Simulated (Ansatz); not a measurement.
Coupled-cluster run, `CB1[SiH2]S1`.

```yaml
crystal:
  periodic: [false, false, false]
  atoms:
    - {symbol: C, position_ang: [-0.054896, 1.360487, -0.880113]}
    - {symbol: B, position_ang: [-0.015863, -0.059815, -0.269974]}
    - {symbol: Si, position_ang: [0.099618, -1.302830, 1.218153]}
    - {symbol: S, position_ang: [-0.074232, -1.719822, -0.902453]}
    - {symbol: H, position_ang: [0.866045, 1.895548, -0.623375]}
    - {symbol: H, position_ang: [-0.867111, 1.940603, -0.429788]}
    - {symbol: H, position_ang: [-0.173408, 1.371787, -1.965245]}
    - {symbol: H, position_ang: [-1.063601, -1.760956, 2.016206]}
    - {symbol: H, position_ang: [1.371948, -1.771402, 1.819388]}
basis:
  gaussian: {orbitals: def2-SVP}
correlation: {method: ccsd_t}
```

```sh
$ ansatz run in.yaml --threads 2 --pin off --events-out ev --progress --plain --max-ram 4352MiB
```

Output of Ansatz, abridged:

```
Functional definition: HF
876 factors; integrals over basis functions are off by at most 1.2e-3 eV
mean field evaluation 1: about -20452.3920 eV, gradient 2.3e1 eV
mean field evaluation 2: about -20452.4351 eV, gradient 2.3e1 eV
mean field evaluation 4: about -20454.2837 eV, gradient 2.5e0 eV
mean field evaluation 8: about -20454.3125 eV, gradient 5.9e-4 eV
mean field -20454.31251257 eV, -751.6821204059 hartree, gradient 6.9e-6 eV, S^2 0.000000; 0 other end points of the search recorded, 0 dependent functions left out
12 core orbitals not correlated: weight in the atoms' cores, before any rotation towards them, 1.000 or more for the frozen orbitals, at most 0.000 for the correlated occupied ones
reference -20454.31251257 eV, -751.6821204059 hartree; 11, 11 occupied and 66, 66 virtual orbitals, 876 factors
second order -12.31470129 eV of doubles, -0.00000000 eV of singles
cycle   1  -13.19721326 eV  change   -8.8e-1 eV  update   9.7e-2
cycle   2  -13.59997886 eV  change   -4.0e-1 eV  update   3.0e-2
cycle   3  -13.68759215 eV  change   -8.8e-2 eV  update   1.7e-2
cycle   4  -13.68149156 eV  change    6.1e-3 eV  update   5.4e-3
cycle   5  -13.68045361 eV  change    1.0e-3 eV  update   2.1e-3
cycle   6  -13.68031523 eV  change    1.4e-4 eV  update   6.4e-4
cycle   7  -13.68029063 eV  change    2.5e-5 eV  update   2.0e-4
cycle   8  -13.68035080 eV  change   -6.0e-5 eV  update   6.6e-5
cycle   9  -13.68034728 eV  change    3.5e-6 eV  update   2.2e-5
perturbative correction -0.50257069 eV, -0.0184691322 hartree
Total energy: -20468.49543054 eV, -752.2033330279 hartree
```

Run time 11 s (2 threads of an AMD EPYC 7571 on a shared host); peak host memory 0.28 GiB.

Correlation energy per correlated electron: -0.645 eV. T1 diagnostic: 0.0159.
